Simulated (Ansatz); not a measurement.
Reactions of `[NH2][GeH]([Cl])[Cl]`.

Program: Ansatz. Geometries: PBE0-D4/def2-TZVP. ΔE: electronic, gas phase. CCSD(T)/CBS is the MP2 limit (def2-TZVPP, def2-QZVPP) plus CCSD(T) − MP2 in def2-TZVPP, frozen cores. This one scheme is used for every species, atoms too. Open shells (•) are unrestricted, without spin–orbit coupling. Spin–orbit coupling would lower the free atoms: a little for Cl. Elements past krypton have def2 core potentials. For Br, Ga, Ge, Se, Sn outer-core shells are correlated without core-valence functions, so the limit isn't a true one: a few kJ/mol of doubt a bond, and 10 to 20 or more in all where bonds break to atoms. Scalar relativity is left out up to krypton. One conformer a species, not always the lowest.

Order these by ΔE at CCSD(T)/CBS, lowest first. (An estimate is asked.)
A. `[NH2][GeH]([Cl])[Cl]` + H₂ → `[Cl][GeH2][Cl]` + NH₃
B. `[NH2][GeH]([Cl])[Cl]` + `[F][Sn]([SH])([SH])[SH]` → `[NH2][GeH]([F])[Cl]` + `[SH][Sn]([SH])([SH])[Cl]`
C. `[NH2][GeH]([Cl])[Cl]` → Cl• + `[NH2][GeH][Cl]`•
D. `[NH2][GeH]([Cl])[Cl]` → HCl + `[NH2][Ge][Cl]`
E. `[NH2][GeH]([Cl])[Cl]` + H₂Se → `[Cl][GeH]([Cl])[SeH]` + NH₃
F. `[NH2][GeH]([Cl])[Cl]` + `[NH2][Ga]([Cl])[Br]` → `[Cl][GeH]([Cl])[Cl]` + `[NH2][Ga]([NH2])[Br]`

E (-46.3 kJ/mol), B (-33.4 kJ/mol), A (-4.6 kJ/mol), F (+23.2 kJ/mol), D (+101.3 kJ/mol), C (+416.4 kJ/mol).

Largest T1 diagnostic: 0.014, for `[NH2][GeH][Cl]`•.
